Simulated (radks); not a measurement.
Re4+, configuration [Xe] 4f14 5d3.

Method: Dirac Kohn-Sham, exchange-only B88, spin-unpolarised, spherical densities, finite nucleus; open shells fill j = l - 1/2 first; Fermi nuclear charge, rms radius 5.3698 fm; computed with a radial shooting solver on a logarithmic mesh with Libxc functionals.

Energy parts (hartree):
total: -16708.7207
kinetic: 18890.5765
electron-nucleus: -41684.8123
Hartree: 6414.1147
exchange: -328.5996

Orbitals (lengths in bohr, moments of r in powers of bohr; <r^-3> diverges for s and p1/2):
orbital  occ.  eigenvalue (hartree)       <r^4>  <r^-3>
1s1/2       2             -2630.614   5.461e-07       -
2s1/2       2             -457.1187  0.00008126       -
2p1/2       2             -437.5856  0.00004879       -
2p3/2       4             -384.6643  0.00007193   17110
3s1/2       2             -107.0287    0.002993       -
3p1/2       2             -98.28421    0.002634       -
3p3/2       4             -86.79194    0.003510    3892
3d3/2       4             -72.06224    0.002371   674.4
3d5/2       6             -69.56719    0.002588   570.8
4s1/2       2             -23.57220     0.06981       -
4p1/2       2             -19.92001     0.07591       -
4p3/2       4             -17.23746      0.1011   909.2
4d3/2       4             -11.23173      0.1282   138.7
4d5/2       6             -10.73609      0.1403   114.9
5s1/2       2              -4.68498       2.063       -
5p1/2       2              -3.56885       3.031       -
4f5/2       6              -3.17487      0.3746   21.62
5p3/2       4              -3.15170       4.163   139.7
4f7/2       8              -3.08232      0.3999   20.59
5d3/2       3              -1.65883       13.64   12.76
5d5/2       0              -1.61417       14.98   10.46
6s1/2       0              -1.42088       58.54       -
6p1/2       0              -1.14246       98.22       -
6p3/2       0              -1.07008       124.3   25.03

The highest occupied level is 5d3/2 at -45.139 eV. The density falls to 0.001 e/bohr^3 at r = 3.18 bohr. The electron density at the nucleus is 1.547e+06 e/bohr^3. For comparison, the ionisation energy in NIST's Atomic Spectra Database is 52 eV (theoretical). In exact Kohn-Sham theory the highest level is minus the ionisation energy, but local and semilocal functionals leave it too shallow, through self-interaction and a potential that decays too fast; potentials with the right tail come closer. Summed over all electrons, <r^2> = 32.04 bohr^2, which gives a Langevin (diamagnetic) susceptibility term of -25.4 x 10^-6 cm^3/mol.

Beside tabulated values, note that spin-unpolarised runs miss the spin-polarisation part of the exchange energy of open shells.
